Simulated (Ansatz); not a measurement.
Relaxation of GaH$_{4}$NO (7 atoms, charge 0, multiplicity 1), to a largest force component of 0.03 eV/Å in at most 50 steps.

All numbers below come from RKS B3LYP/def2-SVP in Ansatz 0.2.0.

```xyz
7
Properties=species:S:1:pos:R:3:forces:R:3
Ga -0.970 -0.881 0.672 0.10 0.04 -0.05
H 1.580 0.063 1.222 0.25 0.15 -0.70
O 1.778 0.206 0.268 -0.36 -0.18 0.75
H 2.197 -0.629 0.012 0.00 0.00 0.00
N -1.608 -0.083 -0.897 0.01 0.00 0.00
H -2.562 -0.147 -1.253 0.01 0.01 0.00
H -1.053 0.519 -1.505 -0.01 -0.01 0.01
```

Problem. Where does it end, and by what steps?

Solution. It converged. The force dipped under the threshold on the way, but the program's further checks kept it going. After 33 steps the energy has fallen by 0.177 eV; H4 moved furthest, 1.52 Å.

| step | energy less start (eV) | largest force component (eV/Å) | accepted |
| --- | --- | --- | --- |
| 0 | 0.0000 | 0.748 | yes |
| 2 | -0.0282 | 0.658 | yes |
| 4 | -0.0604 | 1.276 | yes |
| 6 | -0.0881 | 0.125 | yes |
| 8 | -0.0914 | 0.038 | no |
| 10 | -0.0935 | 0.277 | no |
| 12 | -0.0954 | 0.044 | yes |
| 14 | -0.0962 | 0.376 | no |
| 16 | -0.1001 | 0.128 | yes |
| 18 | -0.1006 | 0.483 | no |
| 20 | -0.1093 | 0.053 | yes |
| 22 | -0.1143 | 0.514 | yes |
| 24 | -0.1368 | 0.328 | yes |
| 26 | -0.1496 | 0.209 | yes |
| 28 | -0.1707 | 0.284 | yes |
| 30 | -0.1758 | 0.078 | yes |
| 32 | -0.1771 | 0.075 | yes |
| 33 | -0.1773 | 0.016 | yes |

```xyz
7
Properties=species:S:1:pos:R:3
Ga -1.067 -0.372 1.109
H 1.875 -0.540 0.741
O 1.251 0.166 0.520
H 0.811 -0.105 -0.328
N -0.966 -0.163 -0.845
H -1.587 -0.720 -1.434
H -0.955 0.781 -1.244
```

Run time: 46 s on 2 threads of Arm Neoverse V2 (shared host), peak memory 0.15 GiB.
